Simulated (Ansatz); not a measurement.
Cartesian coordinates in Å:
```
O 1.028 1.353 0.220
In 0.043 -0.340 0.046
O -1.807 -0.561 -0.554
F 1.031 -1.940 0.525
H 1.925 1.208 0.534
H -2.219 0.281 -0.770
```

Charge 0, multiplicity 1. In: def2 effective core potential.

Problem. List the CAM-B3LYP/def2-TZVPP orbital energies in eV (Ansatz 0.2.0). (An estimate is asked.)

Solution. Computed: Occupied: -672.14, -522.80, -522.69, -130.11, -86.92, -86.60, -86.55, -32.54, -29.23, -29.04, -23.77, -23.74, -23.74, -23.47, -23.42, -15.59, -14.83, -13.40, -12.30, -12.26, -11.65, -11.03, -10.92, -10.61. Lowest empty: -1.43, -0.06, 0.92, 1.30, 2.66, 3.11, 4.02, 4.58.
